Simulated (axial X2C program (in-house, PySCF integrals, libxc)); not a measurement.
Curves of CuNC⁺ from open-shell CI on d9 s0 p(π)0

Computed with an in-house all-electron X2C program for linear molecules (integrals from PySCF): two-component X2C with atomic mean-field Coulomb and Gaunt terms, basis Cu dyall-v3z, N dyall-v3z, C dyall-v3z (cores contracted in-house). Orbitals come from Hartree–Fock averaged over the configuration Cu d9 s0 p(π)0; CI then distributes these electrons over the d, s, p(π) shells of Cu.

Scan along the Cu–N bond with NC moving as one mass, its bond held at 1.170 Å; masses Cu 62.930 u, N 14.003 u, C 12.000 u. Energies in cm⁻¹ from the lowest point; levels are followed by energy order within each Ω. Lowest level at 1.791 Å: 100% d9.

```csv
R (Å),(1)Ω=1/2,(1)Ω=3/2,(2)Ω=1/2,(1)Ω=5/2,(2)Ω=3/2
1.666,1549,4383,5580,6605,8387
1.728,228,2852,4077,4914,6700
1.791,0,2404,3658,4326,6117
1.863,756,2915,4202,4694,6491
1.934,2265,4195,5516,5847,7650
2.015,4615,6306,7666,7825,9635
2.113,8015,9450,10859,10821,12641
```

**Question.** Fit the curves (1)Ω=1/2, (1)Ω=3/2, (2)Ω=1/2, (1)Ω=5/2, (2)Ω=3/2 near their minima.

**Answer.** From the open-shell CI curves, Te from the lowest:

```csv
level,Te (cm⁻¹),Re (Å),ωe (cm⁻¹)
(1)Ω=1/2,0,1.774,646.5
(1)Ω=3/2,2436,1.790,624.5
(2)Ω=1/2,3689,1.788,627.8
(1)Ω=5/2,4350,1.800,615.9
(2)Ω=3/2,6141,1.799,616.6
```

Without dynamic correlation distances can be off by several hundredths of an Å (long for ionic bonds, short for multiple bonds) and the wavenumbers are rough.

There is no dynamic correlation: spin–orbit spacings and, for f shells, spacings inside one term are the most reliable numbers, splittings between terms come out too wide, and energies between configurations are not reliable, so the lowest level need not be the ground state of the molecule. For d shells the ligand-field splittings (σ, π, δ) and their order can be off by a thousand cm⁻¹ or more. At most 4 roots were kept for each Ω > 0 (twice that for Ω = 0) within 3.2 eV of the lowest, so higher up levels can be missing between those listed; levels with Ω > 0 are doubly degenerate and listed once, Ω = 0 levels singly. Some active spinors are only partly of the character that their shell is named for, so the shell names and counts are nominal. States that fill the shells left empty in the average are placed too high. The molecule was held linear; bending was not examined.
